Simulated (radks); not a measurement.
Polarisabilities and homonuclear dispersion coefficients (atomic units). Calculated with a radial shooting solver on a logarithmic mesh with Libxc functionals: non-relativistic Kohn-Sham, PBE, spin-polarised, spherical densities, point nucleus; open shells are filled with parallel spins first (spin-orbit coupling, left out, can overturn this in heavy ions). Response by self-consistent Sternheimer equations with the Hartree and adiabatic LDA kernel. For heavy and open-shell atoms this level of theory can miss by tens of per cent. "Uncoupled" leaves out the induced potential. Quadrupole and octupole values are given only where no p, d or f shell is open. The Sternheimer factor gamma scales a distant field gradient at the nucleus by 1 - gamma.

[
 {"species": "Cl", "configuration": "[Ne] 3s2 3p5", "alpha1 (bohr^3)": "15.80", "alpha1, uncoupled": "23.64", "alpha2 (bohr^5)": "-", "alpha3 (bohr^7)": "-", "C6": "99.93", "C8": "-", "Sternheimer gamma": "-", "recommended alpha1": "14.6 +/- 0.1"},
 {"species": "Cd+", "configuration": "[Kr] 4d10 5s1", "alpha1 (bohr^3)": "25.64", "alpha1, uncoupled": "39.41", "alpha2 (bohr^5)": "137.0", "alpha3 (bohr^7)": "1585", "C6": "149.8", "C8": "4678", "Sternheimer gamma": "-22.4", "recommended alpha1": "-"},
 {"species": "Mg2+", "configuration": "[Ne]", "alpha1 (bohr^3)": "0.5145", "alpha1, uncoupled": "0.5828", "alpha2 (bohr^5)": "0.6097", "alpha3 (bohr^7)": "1.302", "C6": "0.6232", "C8": "3.760", "Sternheimer gamma": "-3.50", "recommended alpha1": "-"},
 {"species": "Ga+", "configuration": "[Ar] 3d10 4s2", "alpha1 (bohr^3)": "18.21", "alpha1, uncoupled": "32.32", "alpha2 (bohr^5)": "84.82", "alpha3 (bohr^7)": "728.6", "C6": "92.94", "C8": "2568", "Sternheimer gamma": "-6.93", "recommended alpha1": "-"},
 {"species": "Br", "configuration": "[Ar] 3d10 4s2 4p5", "alpha1 (bohr^3)": "22.36", "alpha1, uncoupled": "33.92", "alpha2 (bohr^5)": "-", "alpha3 (bohr^7)": "-", "C6": "180.9", "C8": "-", "Sternheimer gamma": "-", "recommended alpha1": "21 +/- 1"},
 {"species": "Se+", "configuration": "[Ar] 3d10 4s2 4p3", "alpha1 (bohr^3)": "14.45", "alpha1, uncoupled": "22.44", "alpha2 (bohr^5)": "-", "alpha3 (bohr^7)": "-", "C6": "89.42", "C8": "-", "Sternheimer gamma": "-", "recommended alpha1": "-"},
 {"species": "Nb3+", "configuration": "[Kr] 4d2", "alpha1 (bohr^3)": "5.852", "alpha1, uncoupled": "8.335", "alpha2 (bohr^5)": "-", "alpha3 (bohr^7)": "-", "C6": "25.45", "C8": "-", "Sternheimer gamma": "-", "recommended alpha1": "-"},
 {"species": "Nb", "configuration": "[Kr] 4d4 5s1", "alpha1 (bohr^3)": "96.83", "alpha1, uncoupled": "163.4", "alpha2 (bohr^5)": "-", "alpha3 (bohr^7)": "-", "C6": "1083", "C8": "-", "Sternheimer gamma": "-", "recommended alpha1": "98 +/- 8"},
 {"species": "I", "configuration": "[Kr] 4d10 5s2 5p5", "alpha1 (bohr^3)": "34.54", "alpha1, uncoupled": "56.52", "alpha2 (bohr^5)": "-", "alpha3 (bohr^7)": "-", "C6": "377.1", "C8": "-", "Sternheimer gamma": "-", "recommended alpha1": "32.9 +/- 1.3"}
]

Recommended values: Schwerdtfeger and Nagle, table of static dipole polarisabilities (2023 update), measured or computed.

Beside tabulated values, note that relativity, absent from the non-relativistic runs, is large for the heavy elements.
